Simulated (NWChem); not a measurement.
H₂TeSeO; SMILES O[Te][SeH]

```xyz
5

Te     0.3197    -0.8425    -0.0041
O     -1.5573    -1.6210     0.0562
H     -1.8571    -1.6281    -0.8762
Se    -0.0633     1.6633    -0.0239
H     -0.1545     1.8526     1.4531
```
Atoms are numbered in this order, from 1.

Program: NWChem. Coordinates come from a PBE-D3(BJ)/def2-SVP optimisation. def2 effective core potentials on Te; no spin-orbit coupling. Vertical excitations in the gas phase; the lowest state need not have the same character in each row.

For level PBE/def2-SVP, full TDDFT:

- lowest excitation, singlet (eV): 3.16
- orbital gap (eV): 2.78

Task: What are these values for level PBE0/def2-SVP, full TDDFT?

Result: The lowest excitation, singlet (eV) is 3.37 and the orbital gap (eV) comes out as 4.70.
